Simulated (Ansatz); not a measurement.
**Molecular dynamics of C$_{3}$H$_{8}$OSi$_{2}$**

Input:

```yaml
crystal:
  periodic: [false, false, false]
  atoms:
    - { symbol: Si, position_ang: [-0.597327, 2.327052, 2.069172] }
    - { symbol: C, position_ang: [0.397185, 1.741201, 0.605506] }
    - { symbol: C, position_ang: [0.390872, 0.509741, 0.166873] }
    - { symbol: C, position_ang: [0.361398, -0.754352, -0.211581] }
    - { symbol: O, position_ang: [-0.631705, -1.268466, -1.074254] }
    - { symbol: Si, position_ang: [0.010828, -2.512073, -2.085588] }
    - { symbol: H, position_ang: [-1.600265, 3.273417, 1.635907] }
    - { symbol: H, position_ang: [-1.239872, 1.206283, 2.710423] }
    - { symbol: H, position_ang: [0.272597, 2.989181, 3.01427] }
    - { symbol: H, position_ang: [1.015931, 2.489769, 0.087106] }
    - { symbol: H, position_ang: [1.102226, -1.465135, 0.203891] }
    - { symbol: H, position_ang: [0.701113, -3.500739, -1.284549] }
    - { symbol: H, position_ang: [0.934226, -1.971006, -3.059911] }
    - { symbol: H, position_ang: [-1.130207, -3.093972, -2.748464] }
basis:
  gaussian: { orbitals: STO-3G }
hamiltonian:
  xc: pbe0
  dispersion: d4
md:
  timestep: 2.5
  n_steps: 40
  ensemble: nvt_nose_hoover
  temperature: 700.0
  initial_velocities: maxwell_boltzmann
  seed: 535123
  nose_hoover: { tau: 20.0, chain_length: 5 }
scf:
  lower_state_search: "off"
```

Launched with:

```bash
$ ansatz run input.yaml --threads 1 --pin off --max-ram 2048MiB --backend cpu --events-out ev --progress --plain --runs-dir out
```

It starts from a relaxed structure.

Output, in part (step lines, the closing report, with atoms numbered from 0):

```
md step     0: t =     0.00 fs  T =   700.0 K  F+E_penalty+E_count = -20780.57431847 eV  E_kin = 1.085784 eV  conserved = -20779.48853448 eV  (14 SCF iters)
[... lines left out ...]
Total energy: -20779.56642648 eV, -763.6349812771 hartree
Atom 0 at    -0.522415     1.997229     2.171562 Å, force     0.225498    -0.673553    -1.067057 eV/Å
Atom 1 at     0.202100     2.070158     0.411910 Å, force    -1.172076    -2.287694     1.370502 eV/Å
Atom 2 at     0.363213     0.845492    -0.085676 Å, force    -0.378336     1.086217    -1.083427 eV/Å
Atom 3 at     0.527899    -0.378850    -0.601886 Å, force     0.562978     0.605324    -0.077691 eV/Å
Atom 4 at    -0.512044    -1.139329    -1.221063 Å, force    -0.274717     2.087258     1.160715 eV/Å
Atom 5 at    -0.084827    -2.663715    -1.779894 Å, force     0.264980    -2.650573     1.018938 eV/Å
Atom 6 at    -1.668478     2.804620     2.277042 Å, force    -0.762090     0.901718    -0.047005 eV/Å
Atom 7 at    -1.044057     0.659031     2.405422 Å, force     0.561713     0.178456     0.140950 eV/Å
Atom 8 at     0.417020     2.448730     3.134517 Å, force     0.462087    -0.015403     0.615959 eV/Å
Atom 9 at     0.147058     3.044234    -0.092755 Å, force     0.500609    -0.373778    -0.535920 eV/Å
Atom 10 at     1.609771    -0.711111    -0.630918 Å, force    -1.071770    -0.393113    -0.064513 eV/Å
Atom 11 at    -1.015887    -3.088050    -2.839211 Å, force     0.834448     0.858496    -0.177103 eV/Å
Atom 12 at    -0.407269    -3.835010    -0.831786 Å, force     0.845502     1.717381    -0.651217 eV/Å
Atom 13 at     1.366454    -2.424502    -1.936684 Å, force    -0.598826    -1.040736    -0.603130 eV/Å
Dipole moment:     0.166802    -0.206355    -0.098093 e Å
```

The steps, from the saved trajectory:

| time (fs) | T (K) | potential energy less start (eV) | conserved less start (meV/atom) |
| --- | --- | --- | --- |
| 0.0 | 700 | 0.000 | 0.00 |
| 2.5 | 522 | 0.363 | 6.23 |
| 5.0 | 390 | 0.562 | 5.29 |
| 7.5 | 298 | 0.697 | 3.91 |
| 10.0 | 272 | 0.823 | 8.79 |
| 12.5 | 456 | 0.491 | 2.79 |
| 15.0 | 469 | 0.599 | 8.12 |
| 17.5 | 625 | 0.359 | 3.17 |
| 20.0 | 567 | 0.594 | 8.01 |
| 22.5 | 561 | 0.622 | 4.33 |
| 25.0 | 522 | 0.780 | 6.94 |
| 27.5 | 488 | 0.911 | 8.94 |
| 30.0 | 596 | 0.706 | 3.10 |
| 32.5 | 532 | 0.969 | 11.99 |
| 35.0 | 624 | 0.742 | 3.57 |
| 37.5 | 559 | 0.952 | 9.27 |
| 40.0 | 663 | 0.793 | 7.36 |
| 42.5 | 751 | 0.652 | 4.84 |
| 45.0 | 712 | 0.798 | 9.08 |
| 47.5 | 626 | 0.918 | 6.49 |
| 50.0 | 393 | 1.371 | 11.69 |
| 52.5 | 459 | 1.232 | 7.32 |
| 55.0 | 558 | 1.173 | 11.44 |
| 57.5 | 836 | 0.699 | 4.53 |
| 60.0 | 886 | 0.716 | 7.01 |
| 62.5 | 739 | 1.036 | 10.21 |
| 65.0 | 669 | 1.132 | 6.61 |
| 67.5 | 590 | 1.387 | 13.61 |
| 70.0 | 774 | 1.040 | 6.44 |
| 72.5 | 863 | 0.977 | 8.60 |
| 75.0 | 954 | 0.878 | 8.92 |
| 77.5 | 996 | 0.796 | 5.97 |
| 80.0 | 862 | 1.101 | 12.40 |
| 82.5 | 797 | 1.154 | 9.37 |
| 85.0 | 734 | 1.276 | 11.73 |
| 87.5 | 863 | 1.032 | 9.65 |
| 90.0 | 996 | 0.771 | 7.83 |
| 92.5 | 988 | 0.726 | 7.79 |
| 95.0 | 819 | 0.922 | 8.55 |
| 97.5 | 626 | 1.188 | 11.74 |
| 100.0 | 667 | 1.008 | 9.10 |

All steps were run. The conserved energy wandered by up to 13.6 meV per atom (net 9.1 meV per atom), which is poor conservation. A step of 2.5 fs is long for free X–H stretches (periods near 10 fs) and can bias their spread and the temperature. A run of 0.1 ps of so small a system gives no equilibrium averages. Limits of this set-up: minimal basis.

The same pairs are bonded in the first frame and the last. Pairs count as bonded within 1.25 times the sum of covalent radii (0.12 Å more for H–H).

Last frame:

```xyz
14
Properties=species:S:1:pos:R:3
Si -0.522 1.997 2.172
C 0.202 2.070 0.412
C 0.363 0.846 -0.086
C 0.528 -0.379 -0.602
O -0.512 -1.139 -1.221
Si -0.085 -2.664 -1.780
H -1.669 2.805 2.277
H -1.044 0.659 2.405
H 0.417 2.449 3.135
H 0.147 3.044 -0.093
H 1.610 -0.711 -0.631
H -1.016 -3.088 -2.839
H -0.407 -3.835 -0.832
H 1.367 -2.425 -1.937
```

The run took 85 s on 1 thread of Intel(R) Xeon(R) Platinum 8488C (Sapphire Rapids) (shared host), peak memory 0.13 GiB.
